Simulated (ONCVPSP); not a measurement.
**Pseudopotential generation for F: ONCV, LDA (Perdew-Wang 92), scalar-relativistic.**

Input for ONCVPSP 4.0.1:

```
# ATOM AND REFERENCE CONFIGURATION
# atsym  z   nc   nv     iexc    psfile
  F 9.00    1    2  -001012      upf
#
#   n    l    f
    1    0    2.00
    2    0    2.00
    2    1    5.00
#
# PSEUDOPOTENTIAL AND OPTIMIZATION
# lmax
    2
#
#   l,   rc,      ep,       ncon, nbas, qcut
    0    0.65    0.00    3    6   11.90
    1    1.45    0.00    4    8   10.40
    2    1.25    0.11    3    6    8.90
#
# LOCAL POTENTIAL
# lloc, lpopt,  rc(5),   dvloc0
    4    5    0.60    0.00
#
# VANDERBILT-KLEINMAN-BYLANDER PROJECTORs
# l, nproj, debl
    0    2    1.20
    1    3    2.70
    2    2    2.20
#
# MODEL CORE CHARGE
# icmod, fcfact, rcfact
    0    0.00    0.00
#
# LOG DERIVATIVE ANALYSIS
# epsh1, epsh2, depsh
   -3.00    5.00    0.02
#
# OUTPUT GRID
# rlmax, drl
    6.00    0.01
#
# TEST CONFIGURATIONS
# ncnf
    4
# nvcnf
#   n    l    f
    2
    2    0    2.00
    2    1    4.00
#
    2
    2    0    2.00
    2    1    3.00
#
    2
    2    0    2.00
    2    1    2.00
#
    2
    2    0    1.00
    2    1    5.00
#
```

Command:

```bash
oncvpsp.x < F.dat > F.out
```

Output (shortened: citation, most of the input echo, consistency checks and plot data are left out):

```
ONCVPSP  (Optimized Norm-Conservinng Vanderbilt PSeudopotential)
scalar-relativistic version 4.0.1

#   n    l    f        energy (Ha)
    1    0    2.00    -2.4215805E+01
    2    0    2.00    -1.0895829E+00
    2    1    5.00    -4.1509348E-01

Reference configufation results
  iterations    19
  all-electron total energy (Ha)   -9.91888721D+01

Begin loop to  construct optimized pseudo wave functions
and semi-local pseudopoentials for all angular momenta

   Wellstate for l =  0  n =  3
     eigenvalue =   0.1104
     asymptotic potential =   0.6104
     half-point radius =  7.2657

Calculating optimized projector #   1

 for l=   0

    Fraction of norm inside rc  0.218869
    Optimizing pswf for qcut=  11.89 a_B^-1,  ecut=  70.66 Ha
    Residual kinetic energy error=  9.88D-05 Ha

    Energy error per electron        Cutoff
         Ha          eV             Ha
         0.01000     0.27211       40.90
         0.00100     0.02721       56.91
         0.00010     0.00272       70.81
         0.00001     0.00027      180.03

Calculating optimized projector #   2

 for l=   0

    Fraction of norm inside rc  0.016048
    Optimizing pswf for qcut=  11.89 a_B^-1,  ecut=  70.66 Ha
    Residual kinetic energy error=  1.40D-05 Ha

    Energy error per electron        Cutoff
         Ha          eV             Ha
         0.01000     0.27211       15.47
         0.00100     0.02721       39.31
         0.00010     0.00272       55.44
         0.00001     0.00027       99.65

   Wellstate for l =  1  n =  4
     eigenvalue =   2.2849
     asymptotic potential =   2.7849
     half-point radius =  3.1887

   Wellstate for l =  1  n =  5
     eigenvalue =   4.9849
     asymptotic potential =   5.4849
     half-point radius =  2.9523

Calculating optimized projector #   1

 for l=   1

    Fraction of norm inside rc  0.766980
    Optimizing pswf for qcut=  10.41 a_B^-1,  ecut=  54.15 Ha
    Residual kinetic energy error=  1.91D-07 Ha

    Energy error per electron        Cutoff
         Ha          eV             Ha
         0.01000     0.27211       28.38
         0.00100     0.02721       35.98
         0.00010     0.00272       42.21
         0.00001     0.00027       46.93

Calculating optimized projector #   2

 for l=   1

    Fraction of norm inside rc  0.116576
    Optimizing pswf for qcut=  10.41 a_B^-1,  ecut=  54.15 Ha
    Residual kinetic energy error=  1.75D-06 Ha

    Energy error per electron        Cutoff
         Ha          eV             Ha
         0.01000     0.27211       28.94
         0.00100     0.02721       37.72
         0.00010     0.00272       44.83
         0.00001     0.00027       50.16

Calculating optimized projector #   3

 for l=   1

    Fraction of norm inside rc  0.129225
    Optimizing pswf for qcut=  10.41 a_B^-1,  ecut=  54.15 Ha
    Residual kinetic energy error=  1.56D-05 Ha

    Energy error per electron        Cutoff
         Ha          eV             Ha
         0.01000     0.27211       33.30
         0.00100     0.02721       42.53
         0.00010     0.00272       49.40
         0.00001     0.00027       56.47

   Wellstate for l =  2  n =  3
     eigenvalue =   0.1100
     asymptotic potential =   0.6100
     half-point radius = 19.8778

   Wellstate for l =  2  n =  4
     eigenvalue =   2.3100
     asymptotic potential =   2.8100
     half-point radius =  3.1653

Calculating optimized projector #   1

 for l=   2

    Fraction of norm inside rc  0.000074
    Optimizing pswf for qcut=   8.90 a_B^-1,  ecut=  39.65 Ha
    Residual kinetic energy error=  1.02D-09 Ha

    Energy error per electron        Cutoff
         Ha          eV             Ha
         0.01000     0.27211        0.20
         0.00100     0.02721        0.46
         0.00010     0.00272        1.74
         0.00001     0.00027        6.91

Calculating optimized projector #   2

 for l=   2

    Fraction of norm inside rc  0.116598
    Optimizing pswf for qcut=   8.90 a_B^-1,  ecut=  39.65 Ha
    Residual kinetic energy error=  1.10D-05 Ha

    Energy error per electron        Cutoff
         Ha          eV             Ha
         0.01000     0.27211       13.99
         0.00100     0.02721       24.17
         0.00010     0.00272       32.88
         0.00001     0.00027       39.97

Construct Vanderbilt / Kleinmman-Bylander projectors

B matrix Hermiticity error, ll=   0
   1   2    3.9430E-05

  Orthonormal projector coefficients  1.9600E+01  6.1461E+00

B matrix Hermiticity error, ll=   1
   1   2   -1.2982E-04
   1   3    1.4731E-04
   2   3    1.1319E-04

  Orthonormal projector coefficients  1.5605E+01 -2.2203E+00 -2.0618E+00

B matrix Hermiticity error, ll=   2
   1   2    8.5795E-07

  Orthonormal projector coefficients -6.6493E+00 -1.6906E+00

Pseudoatom total energy  -23.746749

Diagnostic tests using Vanderbilt-Kleinman-Bylander pseudopotentials
  1 or more projectors used as specified by nproj input data

   l    rcore       rmatch      e in        delta e   norm test  slope test

   0   0.6518857   0.6716784  -1.0895829  -0.0000178   1.0000473   0.9999805
   0   0.6518857   0.6716784   0.1104171   0.0002329   1.0002007   1.0002007

   1   1.4531180   1.4972378  -0.4150935   0.0000045   1.0000858   1.0001066
   1   1.4531180   1.4972378   2.2849065   0.0000501   1.0001531   1.0001531
   1   1.4531180   1.4972378   4.9849065   0.0001799   1.0001240   1.0001240

   2   1.2512710   1.2892623   0.1100000  -0.0000231   1.0000415   1.0000415
   2   1.2512710   1.2892623   2.3100000   0.0000167   1.0000989   1.0000989

 Testing for bound ghosts
   n   l    E NL Schr. Eq   E Basis Diag.   E Cutoff

   1   0       -1.089601       -0.910792    292.74

   2   1       -0.415089       -0.412810    187.01

 Testing for highly-localized positive-energy ghosts
       l    <radius>/rc     E Basis Diag.   E Cutoff

       1        0.948074       80.350484    187.01  WARNING - GHOST(+)

Test configuration 0

   n   l     f        eae           eps        diff
   1   0  2.0000  -24.21580463
   2   0  2.0000   -1.08958287   -1.08960072   -1.78D-05
   2   1  5.0000   -0.41509348   -0.41508896    4.52D-06

    Total energies and differences
      AE_ref= -9.91888721D+01  AE_tst= -9.91888721D+01  dif=  0.00D+00
      PS_ref= -2.37467490D+01  PS_tst= -2.37467490D+01  dif= -5.33D-14
      PSP excitation error=  5.33D-14

Test configuration 1

   n   l     f        eae           eps        diff
   1   0  2.0000  -24.97733168
   2   0  2.0000   -1.73003278   -1.73021475   -1.82D-04
   2   1  4.0000   -1.04586209   -1.04247811    3.38D-03

    Total energies and differences
      AE_ref= -9.91888721D+01  AE_tst= -9.84701333D+01  dif=  7.19D-01
      PS_ref= -2.37467490D+01  PS_tst= -2.30292011D+01  dif=  7.18D-01
      PSP excitation error=  1.19D-03

Test configuration 2

   n   l     f        eae           eps        diff
   1   0  2.0000  -25.93603064
   2   0  2.0000   -2.48476370   -2.48148770    3.28D-03
   2   1  3.0000   -1.80514109   -1.79030228    1.48D-02

    Total energies and differences
      AE_ref= -9.91888721D+01  AE_tst= -9.70546157D+01  dif=  2.13D+00
      PS_ref= -2.37467490D+01  PS_tst= -2.16218285D+01  dif=  2.12D+00
      PSP excitation error=  9.34D-03

Test configuration 3

   n   l     f        eae           eps        diff
   1   0  2.0000  -27.07676834
   2   0  2.0000   -3.33555757   -3.32152333    1.40D-02
   2   1  2.0000   -2.67718527   -2.63710697    4.01D-02

    Total energies and differences
      AE_ref= -9.91888721D+01  AE_tst= -9.48224572D+01  dif=  4.37D+00
      PS_ref= -2.37467490D+01  PS_tst= -1.94156383D+01  dif=  4.33D+00
      PSP excitation error=  3.53D-02

Test configuration 4

   n   l     f        eae           eps        diff
   1   0  2.0000  -24.97478519
   2   0  1.0000   -1.73649635   -1.73882538   -2.33D-03
   2   1  5.0000   -1.04943645   -1.05093340   -1.50D-03

    Total energies and differences
      AE_ref= -9.91888721D+01  AE_tst= -9.77845125D+01  dif=  1.40D+00
      PS_ref= -2.37467490D+01  PS_tst= -2.23413867D+01  dif=  1.41D+00
      PSP excitation error= -1.00D-03
```

The run took about 2.7 s on one core of a shared server CPU.
